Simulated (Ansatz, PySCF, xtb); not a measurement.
Reaction (SMILES): [SiH3][SiH](Cl)Cl + 2 [SiH4] (SiH4) → 2 [SiH3]Cl + [SiH3][SiH3]
Structures are relaxed separately at B3LYP-D3(BJ)/def2-TZVP in Ansatz (a program for electronic structure).
Geometry of the first species:
SMILES: [SiH3][SiH](Cl)Cl
```xyz
8

Si    -2.1276    -0.0442     0.0331
Si     0.1597    -0.2006     0.4945
Cl     1.0025     1.6815     0.3739
Cl     1.0474    -1.4343    -0.9045
H     -2.7346    -1.3933     0.1085
H     -2.2943     0.5118    -1.3280
H     -2.7669     0.8478     1.0280
H      0.4980    -0.7415     1.8249
```
Charge 0, spin multiplicity 1.

Property: bond separation energy (0 K, with B3LYP-D3(BJ) harmonic zero-point energies from PySCF), in kJ/mol. Cores are frozen in the correlated levels unless marked. Spin-orbit coupling is left out. No relativistic terms. CBS marks a two-point X^-3 extrapolation of the correlation energy; Hartree-Fock from the larger set. [CCSD(T)-MP2]/basis is that difference in the basis named.

| level | program | bond separation energy (kJ/mol) |
|---|---|---|
| GFN1-xTB | xtb | -20.7 |
| HF/6-31G | Ansatz | -3.6 |

Problem. Estimate the value at RI-MP2/CBS(cc-pV(T+d)Z,cc-pV(Q+d)Z)+[CCSD(T)-MP2]/cc-pV(T+d)Z as computed with Ansatz.

Solution. 9.6 kJ/mol, so HF/6-31G differs from it by -13.2 kJ/mol.
